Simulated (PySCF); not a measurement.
# Partial charges of `C=N[Si@](Cl)(C#CC)N(C)C`

Compound: C6H11ClN2Si.
Geometry (GFN2-xTB, Å), atoms numbered from 1 in this order:
```
atom  x, y, z in Å
C1     0.466    2.848    1.361
N2    -0.199    1.808    1.530
Si3    0.067    0.154    1.101
Cl4    0.679   -0.706    2.854
C5     1.333   -0.239   -0.183
C6     2.200   -0.453   -0.991
C7     3.224   -0.727   -1.972
N8    -1.454   -0.372    0.514
C9    -2.700    0.029    1.122
C10   -1.599   -1.529   -0.330
H11    0.089    3.787    1.760
H12    1.422    2.900    0.832
H13    2.813   -1.331   -2.780
H14    4.048   -1.269   -1.507
H15    3.602    0.208   -2.385
H16   -3.112   -0.774    1.745
H17   -3.431    0.268    0.343
H18   -2.539    0.908    1.739
H19   -2.344   -1.330   -1.106
H20   -1.927   -2.404    0.243
H21   -0.649   -1.760   -0.806
```

Density: PBE0/pcSseg-1 (PySCF); schemes: Mulliken, IAO, Hirshfeld and ESP-fitted. Isolated species at its GFN2-xTB geometry (one conformer only). GFN2-xTB frequencies show an imaginary mode (26i cm⁻¹), so this geometry is no minimum at that level.

Problem. Tabulate the Mulliken, IAO, Hirshfeld and ESP-fitted charges.

Solution. In e:

```csv
atom,environment,Mulliken,IAO,Hirshfeld,ESP-fitted
C1,C=N carbon,+0.067,-0.061,+0.036,+0.205
N2,C=N nitrogen,-0.559,-0.525,-0.221,-0.490
Si3,chlorine-bound silicon,+1.115,+1.236,+0.423,+0.651
Cl4,silicon-bound chlorine,-0.330,-0.335,-0.151,-0.204
C5,alkyne carbon,-0.431,-0.412,-0.185,-0.542
C6,alkyne carbon,-0.147,+0.019,-0.014,+0.318
C7,propargylic carbon,-0.160,-0.441,-0.091,-0.572
N8,silicon-bound nitrogen,-0.777,-0.495,-0.167,-0.111
C9,N-methyl carbon,-0.069,-0.300,-0.072,-0.236
C10,N-methyl carbon,-0.072,-0.296,-0.071,-0.374
H11,hydrogen on a C=N carbon,+0.115,+0.142,+0.052,+0.050
H12,hydrogen on a C=N carbon,+0.099,+0.113,+0.045,+0.055
H13,methyl hydrogen,+0.155,+0.177,+0.066,+0.192
H14,methyl hydrogen,+0.158,+0.178,+0.066,+0.192
H15,methyl hydrogen,+0.154,+0.177,+0.065,+0.191
H16,methyl hydrogen,+0.100,+0.122,+0.033,+0.090
H17,methyl hydrogen,+0.106,+0.132,+0.039,+0.105
H18,methyl hydrogen,+0.136,+0.161,+0.038,+0.085
H19,methyl hydrogen,+0.107,+0.133,+0.039,+0.128
H20,methyl hydrogen,+0.101,+0.123,+0.034,+0.124
H21,methyl hydrogen,+0.132,+0.151,+0.037,+0.144
```

Mean size of the charges over all atoms: IAO 0.273 e, Mulliken 0.242 e, ESP-fitted 0.241 e, Hirshfeld 0.093 e. Each set sums to the total charge, 0, to within 0.001 e. The Hirshfeld scheme weights the molecular density at each point by an atom's share of the summed free-atom densities.

Lowest charge. The schemes don't all agree: Mulliken N8 (-0.777); IAO N2 (-0.525); Hirshfeld N2 (-0.221); ESP-fitted C7 (-0.572).

Highest charge. All schemes agree: Mulliken Si3 (+1.115); IAO Si3 (+1.236); Hirshfeld Si3 (+0.423); ESP-fitted Si3 (+0.651).

Problem. Sum the charges by element, for elements with more than one atom.

Solution. 
| element | atoms | Mulliken | IAO | Hirshfeld | ESP-fitted |
| --- | --- | --- | --- | --- | --- |
| C | 6 | -0.812 | -1.492 | -0.397 | -1.202 |
| N | 2 | -1.336 | -1.021 | -0.388 | -0.601 |
| H | 11 | +1.363 | +1.611 | +0.514 | +1.355 |

Problem. How closely do the schemes follow one another over all atoms?

Solution. Correlation coefficient and root-mean-square difference: IAO with Hirshfeld 0.98, 0.248 e; Mulliken with Hirshfeld 0.97, 0.234 e; Mulliken with IAO 0.94, 0.125 e; IAO with ESP-fitted 0.87, 0.187 e; Hirshfeld with ESP-fitted 0.85, 0.199 e; Mulliken with ESP-fitted 0.74, 0.242 e.

Problem. How many electrons does the Mulliken scheme count on Si3?

Solution. Z − q = 14 − (+1.115) = 12.885.
